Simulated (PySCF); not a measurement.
Spinor energies of Zn⁺ (zinc, charge +1)

Start: [Ar] 3d10 4s1; 4s1/2 filled at m_j = +1/2. Calculated with PySCF 2.14 in x2c-TZVPall-2c (6s7p4d1f, 54 functions): generalised Hartree-Fock with the X2C-1e Hamiltonian and a Gaussian nucleus; one run each with spin-orbit coupling (SO) switched off, then screened by Boettger's factors. This is a chosen level, not necessarily the ground level.

| spinor shell | electrons | ε, spin-free (eV) | ε, screened SO (eV) | weight of nominal j (screened SO) | rms radius, screened SO (bohr) |
| --- | --- | --- | --- | --- | --- |
| 1s1/2 | 2 | -9739.3 | -9739.1 | 1.000 | 0.0580 |
| 2s1/2 | 2 | -1242.8 | -1242.8 | 1.000 | 0.244 |
| 2p1/2 | 2 | -1074.2 | -1090.6 | 1.000 | 0.217 |
| 2p3/2 | 4 | -1074.2 | -1066.3 | 1.000 | 0.220 |
| 3s1/2 | 2 | -167.15 | -167.15 | 1.000 | 0.732 |
| 3p1/2 | 2 | -114.93 | -117.18 | 1.000 | 0.770 |
| 3p3/2 | 4 | -114.93 | -113.85 | 1.000 | 0.781 |
| 3d3/2 | 4 | -30.163 | -30.426 | 0.999 | 0.995 |
| 4s1/2 | 1 | -16.990 | -16.991 | 1.000 | 2.71 |

(1) Where does 3d5/2 lie, and what is the 3d spin-orbit splitting (screened SO)?

| quantity | spin-free | screened SO |
| --- | --- | --- |
| E (hartree) | -1793.94061 | -1793.99167 |
| M_J | 1/2 | 1/2 |
| ⟨J²⟩ | 0.751 | 0.751 |
| ⟨L²⟩ | 0.000 | 0.002 |
| ⟨S²⟩ | 0.751 | 0.753 |

Without spin-orbit coupling the j labels of p, d and f shells carry no meaning; the spin-free column gives the mean over the occupied spinors of each nl shell.

Answers

(1) At -29.988 eV, 0.438 eV above 3d3/2.
